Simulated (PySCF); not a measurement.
Vertical excitations of a molecule C4H6O from TDA-PBE/def2-SVPD (PySCF 2.14.0), as energy in eV (oscillator strength): 4.12 (0.000), 6.05 (0.027), 6.09 (0.004), 6.47 (0.145), 6.60 (0.096), 6.77 (0.005), 6.98 (0.009), 7.10 (0.007), 7.60 (0.002), 7.75 (0.163). Lowest triplet (TDA): 3.54 eV. Geometry: B3LYP-D3(BJ)/def2-SVP. The values are those of a single conformer.

Problem. Pick the molecule that these values belong to.
(A) CC1=COC1
(B) C1=CCOC1
(C) O=CC1CC1
(D) C#CCOC

Solution. C, O=CC1CC1
